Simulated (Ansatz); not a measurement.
Energy needed to pull apart SbH3SO (SMILES [OH][SbH][SH]), closed shell, into free ground-state atoms, from the structure below (displaced at random from a GFN2-xTB minimum); no zero-point or spin–orbit terms; open-shell atoms are treated unrestricted, in their ground-state multiplicity.

| atom | x (Å) | y (Å) | z (Å) |
| --- | --- | --- | --- |
| O1 | -0.7517 | -0.9446 | -1.1193 |
| Sb2 | -0.1725 | 0.8456 | -0.5174 |
| S3 | 1.0240 | 0.0670 | 1.4571 |
| H4 | -1.5697 | -1.2393 | -0.7305 |
| H5 | 1.2309 | 0.5864 | -1.4367 |
| H6 | 0.2131 | 0.6931 | 2.3524 |

Ansatz 0.2.0; basis: def2-TZVPP; cores frozen in the correlated methods. Filled d shells of the heavier atoms are correlated. Core potentials replace the inner electrons of the atoms past krypton. The def2 sets are not built for correlating such inner shells, so the correlated values are less sure here. B3LYP uses VWN-RPA correlation.

| method | atomization energy (kcal/mol) |
| --- | --- |
| PBE-D4 | 407.8 |
| r2SCAN-D4 | 396.9 |
| PBE0-D4 | ? |
| B3LYP-D4 | 398.4 |
| r2SCANh-D4 | 391.1 |
| wB97M-V | 397.5 |
| HF | 238.3 |
| MP2 | 383.1 |
| CCSD | ? |
| CCSD(T) | 380.9 |

(1) What does CCSD give? (An estimate is asked for; the value comes from the calculation.)

(2) What does PBE0-D4 give? (Judge from chemistry; the value comes from the calculation.)

T1 diagnostic: at most 0.015.

## Answers

(1) The calculation gives: 371.0 kcal/mol, which is about 9.9 kcal/mol less than CCSD(T)/def2-TZVPP.

(2) Computed: 391.3 kcal/mol, which is about 10.5 kcal/mol more than CCSD(T)/def2-TZVPP.

In triple zeta the MP2 and coupled-cluster atomization energies are still short of their basis limit by a few kcal/mol a bond, whereas those of the functionals are nearly converged, so these differences are not deviations from converged CCSD(T).

For scale, one of the runs: CCSD(T)/def2-TZVPP forces, 165 basis functions (an equivalent command: `ansatz run in.yaml --threads 4`). Hardware: 4 CPU threads, shared host. Wall time 2.7 min; peak host memory 2.6 GiB.
